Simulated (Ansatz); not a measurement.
C₂H₅BClF (`BC(F)CCl`), relaxed with RKS PBE0-D4/def2-TZVP in the Gaussian-basis code of Ansatz from a PBE-D4/def2-SVP geometry. The force threshold is 0.005 eV/Å; the program also tests the step.

Charge 0, multiplicity 1.

Start:

```xyz
10

B     1.123   -0.819   -0.648
C     0.177    0.375   -0.313
F     0.802    1.609   -0.181
C    -0.835    0.173    0.802
Cl   -2.139    1.419    0.795
H     2.276   -0.623   -0.970
H     0.649   -1.938   -0.694
H    -0.403    0.382   -1.288
H    -0.335    0.239    1.788
H    -1.316   -0.818    0.709
```

```tsv
step	energy (eV)	largest force (eV/Å)	largest move (Å)
1	-18062.8010	0.505	0.000
2	-18062.8393	0.202	0.029
3	-18062.8443	0.084	0.022
4	-18062.8450	0.054	0.011
5	-18062.8456	0.027	0.008
6	-18062.8462	0.038	0.021
7	-18062.8464	0.034	0.044
8	-18062.8465	0.019	0.011
9	-18062.8466	0.014	0.004
10	-18062.8466	0.002	0.001
```

End:

```xyz
10

B     1.110   -0.820   -0.640
C     0.150    0.373   -0.354
F     0.794    1.590   -0.207
C    -0.815    0.166    0.788
Cl   -2.111    1.388    0.817
H     2.265   -0.633   -0.863
H     0.644   -1.919   -0.699
H    -0.446    0.432   -1.288
H    -0.299    0.234    1.745
H    -1.291   -0.810    0.702
```

It took 16 s on 4 threads of a server CPU on a shared host, with 0.51 GiB of host memory at the peak.
